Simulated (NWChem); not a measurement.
## Spin states of H₂B

```xyz
3

B      0.0000     0.0000     0.1478
H      1.0882     0.0000    -0.3696
H     -1.0882     0.0000    -0.3696
```
Charge 0, spin multiplicity 2.

The numbers come from NWChem runs, not from measurements. All single points use one geometry, from UPBE0/def2-SVP, a minimum by its harmonic frequencies.

Basis set: def2-TZVP. The gap is E(quartet) − E(doublet) at the geometry of the doublet, so a negative value puts the higher spin lower. Open shells are unrestricted. The quartet is the single determinant that the SCF runs reached, with unpaired electrons in orbitals of symmetry a1 and b1 and b2 (C2v labels); it need not be the lowest quartet, which in molecules with degenerate π orbitals can need several determinants.

The correlated methods keep 1 core orbital frozen. The structure started from a generated list of species. The unpaired electrons of the parent sit in orbitals of symmetry a1 (C2v labels of the run); other states weren't searched. No SCF solution was tested for a lower state. Open-shell Hartree-Fock references start from PBE0 orbitals.

Task: Order these methods by the vertical doublet-quartet gap they give, lowest first: CAM-B3LYP, BLYP, PBE, MP2, HF.

Result: PBE (115.0 kcal/mol), HF (119.9 kcal/mol), BLYP (121.1 kcal/mol), MP2 (122.3 kcal/mol), CAM-B3LYP (124.4 kcal/mol)
